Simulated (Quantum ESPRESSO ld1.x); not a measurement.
Question: All-electron atom: the gallium ion Ga8+ in [Ar] 3d5. Method: Dirac Kohn-Sham, PW91, spin-unpolarised, spherical densities, point nucleus; open shells fill j = l - 1/2 first; computed with ld1.x of Quantum ESPRESSO 7.5. Some entries of the table are withheld. Estimate them.

| orbital | occ. | eigenvalue (eV) | <r> (bohr) | r(max) (bohr) |
|---|---|---|---|---|
| 1s1/2 | 2 | (1) | 0.04860 | 0.032 |
| 2s1/2 | 2 | -1456.67 | (2) | 0.183 |
| 2p1/2 | 2 | -1311.89 | 0.1882 | 0.145 |
| 2p3/2 | 4 | -1284.23 | 0.1917 | 0.147 |
| 3s1/2 | 2 | -323.782 | 0.6193 | 0.552 |
| 3p1/2 | 2 | -276.098 | (3) | 0.543 |
| 3p3/2 | 4 | -271.868 | (4) | 0.552 |
| 3d3/2 | 4 | -191.580 | 0.6264 | 0.486 |
| 3d5/2 | 1 | -190.900 | 0.6289 | 0.490 |

Answer: 
(1) 1s1/2 eigenvalue (eV): -10420.1
(2) 2s1/2 <r> (bohr): 0.2174
(3) 3p1/2 <r> (bohr): 0.6234
(4) 3p3/2 <r> (bohr): 0.6315
